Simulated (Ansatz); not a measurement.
Reaction (redistribution): `[F][GaH][ZnH]` + `BCCCl` → `BC[CH2][ZnH]` + `[F][GaH][Cl]`

Computed with Ansatz on PBE0-D4/def2-TZVP structures; ΔE is electronic, products minus reactants. CBS: MP2 limit from def2 TZ/QZ plus the TZ coupled-cluster correction, frozen cores. DFT in def2-TZVPP. For Ga, Zn outer-core shells are correlated without core-valence functions, which leaves a few kJ/mol of doubt a bond. Scalar relativity is left out up to krypton. One conformer a species, not always the lowest.

`[F][GaH][ZnH]`:

Cartesian coordinates in Å:
```
F 0.824 -0.321 2.018
Ga -0.031 -0.768 0.527
Zn -0.112 1.082 -1.076
H -0.525 -2.263 0.617
H -0.156 2.270 -2.086
```

`BCCCl`:

Z-matrix (Å, degrees):
```
C
C 1 1.511
B 1 1.555 2 116.8
H 1 1.107 2 108.6 3 -116.2
H 1 1.095 2 110.8 3 130.0
Cl 2 1.790 1 110.4 3 -65.6
H 2 1.089 1 113.1 3 175.7
H 2 1.090 1 111.6 3 52.3
H 3 1.197 1 119.9 2 167.0
H 3 1.197 1 120.9 2 -17.2
```

`BC[CH2][ZnH]`:

Cartesian coordinates in Å:
```
B -0.831 0.490 1.262
C -0.897 -0.239 -0.095
C 0.248 -0.053 -1.092
Zn 2.035 -0.155 -0.297
H -1.808 0.675 1.930
H 0.237 0.809 1.724
H -0.891 -1.280 0.304
H -1.886 -0.163 -0.566
H 0.172 -0.769 -1.918
H 0.165 0.937 -1.557
H 3.457 -0.252 0.305
```

`[F][GaH][Cl]`:

```xyz
4

F    -1.322   -0.206    1.085
Ga    0.085    0.090    0.099
Cl   -0.014   -0.835   -1.808
H     1.251    0.950    0.624
```

CCSD(T)/CBS gives -96.8 kJ/mol.

Another level gave -89.7 kJ/mol. Which?
A. CCSD/def2-TZVPP
B. ωB97X-V/def2-TZVPP
C. SCS-MP2/def2-TZVPP
D. PBE-D4/def2-TZVPP

D. PBE-D4 -89.7, CCSD/def2-TZVPP -101.0, ωB97X-V -95.6, SCS-MP2/def2-TZVPP -105.8 kJ/mol.

Largest T1 diagnostic among the species: 0.016.

From PBE to PBE0 (25 % exact exchange), in def2-TZVPP and without D4, ΔE moves by −3.1 kJ/mol. In def2-TZVPP, CCSD(T) changes the Hartree–Fock value by −15.3 kJ/mol (the triples alone add −2.2 kJ/mol) and MP2 by −26.5 kJ/mol.
